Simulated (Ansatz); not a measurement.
Total energies of FH4NOSn (`[NH2][SnH]([OH])[F]`).

Cartesian coordinates in Å:
```
N -0.2812 -1.2387 0.9279
Sn -0.3570 0.4073 -0.1916
O 0.7446 0.0122 -1.7453
F 0.5794 1.8914 0.6124
H -0.7449 -1.1770 1.8239
H 0.6554 -1.5945 1.0659
H -1.9244 0.9566 -0.5259
H 1.3281 0.7427 -1.9673
```

Total charge 0; spin multiplicity 1. Correlated methods include outer-core shells of Sn, which these sets cover unevenly. Sn: def2 effective core potential. The geometry is a stationary point of PBE0-D4/def2-TZVP. It is one conformer, not always the lowest. Basis def2-TZVPP, the Gaussian-basis code of Ansatz.

RPA on PBE orbitals: Hartree–Fock energy of these orbitals -444.52816 Eh, correlation -1.54967 Eh (frozen core).

```tsv
functional	energy without D4 (Eh)	D4 term (kJ/mol)
LDA (SPW92)	-444.71015	–
revPBE	-446.65649	-37.2
BLYP	-446.59753	-29.0
r2SCAN	-446.66268	-3.1
B97M-V	-446.62306	–
PBE0	-446.45238	-11.3
r2SCANh	-446.63619	-3.4
r2SCAN0	-446.59795	-3.7
HSE06 (plane-wave form)	-446.44042	-10.6
CAM-B3LYP	-446.60576	-11.5
LC-ωPBE	-446.59999	–
ωB97X-V	-446.59442	–
B2PLYP	-446.33806	–
PBE-QIDH	-446.23103	–
```

Give the same for PBE, B3LYP, BHLYP, ωB97M-V. (Best estimate.)

The calculation gave: 
```
functional  energy without D4 (Eh)  D4 term (kJ/mol)
       PBE              -446.44359             -13.4
     B3LYP              -446.76469             -21.7
     BHLYP              -446.50866             -17.6
   ωB97M-V              -446.57030                 –
```

B3LYP takes the VWN-RPA correlation (the form of Gaussian; ORCA's B3LYP/G). HSE06 is the plane-wave form, built on full-range PBE exchange. The double hybrids freeze the cores in their second-order part.

LC-ωPBE has ω = 0.4 bohr⁻¹.
